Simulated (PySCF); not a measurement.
Structure problem from calculated spectra and properties.

Elements present: C, Cl, F, H and Si. Monoisotopic mass: 155.9994 u.

| Quantity | Value |
| --- | --- |
| Polarisability | 100.8 au [CAM-B3LYP/def2-SVPD] |
| UV, strongest line | among the 8 lowest singlet transitions: S5 at 7.92 eV (156 nm, f = 0.042) [TDDFT CAM-B3LYP/def2-SVPD] |
| Dipole | 0.81 D [CAM-B3LYP/def2-SVPD] |
| 1H NMR | chemical shifts (computed TMS as zero) by class: 5.03 (1 H), 3.99 (3 H), 3.25 (1 H), 3.18 (1 H), 1.34 (3 H), 0.48 (1 H) ppm [GIAO PBE0/pcSseg-1] |
| UV, first state | lowest singlet excitation: 6.77 eV (183 nm, f = 0.007) [TDDFT CAM-B3LYP/def2-SVPD] |
| Rotational structure | rotational constants A, B, C: 2.208, 0.770, 0.666 GHz [GFN2-xTB] |
| 13C NMR | chemical shifts (computed TMS as zero) by class: 29.1 (1 C), 11.3 (1 C), 2.3 (1 C) ppm [GIAO PBE0/pcSseg-1] |

Electronic properties: PySCF, gas phase, density fitting. Levels stand in brackets. One conformer (not necessarily the lowest) at the GFN2-xTB geometry, without solvent, vibrations or thermal averaging. NMR classes are plain means over equivalent atoms (diastereotopic ones count apart unless rotation or inversion swaps them), as if these changed places fast.

Question: Which formula fits the mass and the elements?

Answer: C3H10ClFSi2 (calculated 155.9994). No other formula that holds each of these elements comes within 0.0003 u with a fitting electron parity and a possible valence count.

Question: What is the compound? Reason from the data.

Answer: Numbering: `[CH3:1][C@@H:2]([SiH3:3])[Si@@H:4]([F:5])[CH2:6][Cl:7]`. Its formula, C3H10ClFSi2, gives 0 degrees of unsaturation, so no ring and no π bond. 3 carbons fall into 3 classes; from least to most shielded: sp3 C–Cl carbon [C6] (29.1 ppm), methyl carbon [C1] (11.3 ppm), sp3 carbon bound to silicon [C2] (2.3 ppm). Hydrogen classes from least to most shielded: 1 H on a fluorine-bound silicon, Si4 (5.03 ppm), 3 H on an SiH3 silicon, Si3 (3.99 ppm), 1 H on an sp3 C–Cl carbon, C6 (3.25 ppm), 1 H on an sp3 C–Cl carbon, C6 (3.18 ppm), 3 H on a methyl carbon, C1 (1.34 ppm), 1 H on an sp3 carbon bound to silicon, C2 (0.48 ppm). The optimised geometry has point group C1 and is an asymmetric top. Structure: `C[C@@H]([SiH3])[Si@@H](F)CCl`. Computed isomers that give other values at the same levels: `C[C@@H]([SiH2]F)[SiH2]CCl` (13C chemical shifts (computed TMS as zero) by class: 30.5 (1 C), 7.2 (1 C), 2.7 (1 C) ppm); `C[SiH2][C@H](F)[SiH2]CCl` (rotational constant A: 1.859 GHz; this holds for the one conformer computed). The assignments are read from this structure; whether some other isomer fits the data as well wasn't checked. The mirror image fits equally.

Conformer computed: `[CH3:1][C@@H:2]([SiH3:3])[Si@@H:4]([F:5])[CH2:6][Cl:7]`: C1–C2–Si4–F5 -71°, C2–Si4–C6–Cl7 64°.
